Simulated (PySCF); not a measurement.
# Reading the logs of faulty runs: AlH6N2 anion

All numbers below are calculated, not measured. The program is PySCF 2.14.0, an open-source quantum chemistry code, run on an isolated molecule that a program drew, which may never have been made. The molecule is AlH6N2 anion (charge -1, singlet), drawn as the SMILES string `[NH2][AlH2-][NH2]`.

Each row is a Hartree-Fock (HF) and frozen-core CCSD(T) single point in the aug-cc-pV(D+d)Z basis, meant for a local HF minimum. Run 1 is clean. Each other run has one planted mistake out of seven kinds, and not every kind appears here: one electron removed, one electron added, multiplicity raised by two, geometry at a saddle point, minimal basis STO-3G, one bond length entered in bohr, all coordinates scaled. The reference is restricted for singlets and unrestricted otherwise, and also for a bond in bohr. Adding or removing an electron swaps singlet and doublet. Electrons count all cores. HOMO and LUMO are orbital energies over both spins, the gradient is its largest component, and the lowest frequency (negative if imaginary) is given only where the gradient is small. Bond lengths are over the 8 bonds as drawn. T1 is the CCSD diagnostic: over 0.02 (restricted) or 0.045 (unrestricted) a single reference is doubtful.

Geometry of the clean run:
```xyz
9
AlH6N2 anion, angstrom
N    -1.4490   -1.2183    0.7696
Al    0.3302   -0.6465    0.6844
N     1.2295   -1.8906   -0.3852
H    -1.6519   -2.1177    1.1658
H    -2.1514   -0.5780    1.0908
H     1.1604   -0.6237    2.1172
H     0.2627    0.9029    0.1036
H     2.2323   -1.9133   -0.3647
H     0.9414   -2.0094   -1.3391
```

```
run  electrons  basis functions  <S^2>  HOMO (eV)  LUMO (eV)  gradient (hartree/bohr)  lowest frequency (cm^-1)  mean bond (Å)  longest bond (Å)      T1  HF (hartree)  CCSD(T) (hartree)                          mistake
  1         34              132  0.000      -4.55       3.40                  4.0e-05                       163         1.3834             1.871  0.0130    -354.39830         -354.92707                         no fault
  2         34              132  0.813      -4.85       3.36                  1.6e-02                         -         1.4951             1.896  0.0672    -354.27280         -354.79176  one bond length entered in bohr
  3         34               25  0.000      -0.74      20.66                  5.4e-02                         -         1.3834             1.871  0.0074    -349.86994         -350.02119                                ?
  4         34              132  2.010       0.08       3.10                  4.6e-02                         -         1.3834             1.871  0.0272    -354.29515         -354.78229                                ?
```

**Which mistake was planted in run 3, and what did it cost?**

It has 25 basis functions where the clean run has 132, with the same electrons and geometry. So the mistake is: minimal basis STO-3G. Subtracting run 1 and multiplying by 627.51 kcal/mol a hartree, the energy moved by 2841.6 kcal/mol in HF and 3078.5 kcal/mol in CCSD(T).

**Which mistake was planted in run 4, and what did it cost?**

Electrons, basis and geometry are unchanged, and <S^2> is 2.010, beside S(S+1) = 2.00 for a multiplicity of 3. So the mistake is: multiplicity raised by two. Subtracting run 1 and multiplying by 627.51 kcal/mol a hartree, the energy moved by 64.7 kcal/mol in HF and 90.9 kcal/mol in CCSD(T).

Cautions from the logs. Run 2: T1 is over the limit, so its CCSD(T) energy is less reliable; run 4: the HOMO is above zero, so the electron isn't bound and the energy depends on the basis.
